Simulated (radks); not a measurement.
Problem. Calculated with a radial shooting solver on a logarithmic mesh with Libxc functionals: Dirac Kohn-Sham, PBEsol, spin-unpolarised, spherical densities, point nucleus. Each species is in its NIST ground configuration. Rank Ag, Cu, Au by mean radius of the outermost orbital (bohr), largest first.

Solution. Ag 3.13, Cu 2.92, Au 2.84.
